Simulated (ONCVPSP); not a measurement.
# manganese (Mn), ONCV: configuration errors across variants

Mn, optimised norm-conserving Vanderbilt (ONCV), made with ONCVPSP 4.0.1 (PW91, scalar-relativistic). Core [Ne], reference 3s2 3p6 3d5 4s1.5 4p0.5. Waves: 3s+4s: rc 1.65 bohr, ncon 4, nbas 8, qcut 7.1 1/bohr, 2 projectors; 3p+4p: rc 1.85 bohr, ncon 3, nbas 7, qcut 6.3 1/bohr, 2 projectors; 3d: rc 1.55 bohr, ncon 4, nbas 9, qcut 10.9 1/bohr, 2 projectors, debl 0.5 Ha; f scattering state at 0.11 Ha: rc 2.05 bohr, ncon 3, nbas 7, qcut 5.8 1/bohr, 2 projectors, debl 0.9 Ha. Local part: polynomial inside 1.10 bohr (lpopt 3, dvloc0 0 Ha). Core correction: Teter function, fcfact 3.25, rcfact 1.5.

All-electron excitation energies from the reference (eV): (1) 3s2 3p6 3d5 4s2 4p0 -1.905; (2) 3s2 3p6 3d5 4s1 4p0 6.570; (3) 3s2 3p6 3d5 4s0 4p0 22.211; (4) 3s2 3p6 3d6 4s0 4p0 4.930.

Errors AE − PS in meV (a dash: test not solved or not reliable):

| change | (1) | (2) | (3) | (4) | bound ghosts | GHOST(+) flags above zero |
| --- | --- | --- | --- | --- | --- | --- |
| base | +0.1 | -0.4 | -2.6 | +16 | none | none |
| local potential polynomial inside 1.10 bohr (lpopt 3, dvloc0 6.5 Ha) | +0.1 | -0.4 | -2.6 | +15 | none | none |
| d: nbas 7 | +0.1 | -0.4 | -2.6 | +16 | none | none |
| core correction Teter function, fcfact 7.2, rcfact 1.5 | +0.1 | -0.4 | -2.8 | +15 | none | none |
| local potential polynomial inside 1.50 bohr (lpopt 3, dvloc0 4 Ha) | +0.1 | -0.4 | -2.6 | +15 | none | none |
| s: qcut 10.1; p: qcut 8.9; d: qcut 15.5; f: qcut 8.2 | +0.2 | -0.4 | -0.6 | +8.4 | none | none |
| d: debl 1.55 | +0.1 | -0.4 | -2.6 | +16 | none | none |
| s: nproj 3 | +0.1 | -0.4 | -2.6 | +16 | none | none |

Question: Give the same row for: core correction Teter function, fcfact 3.25, rcfact 1.66.

Answer: +0.1, -0.4, -2.7, +15; bound ghosts: none; GHOST(+) flags above zero: none.
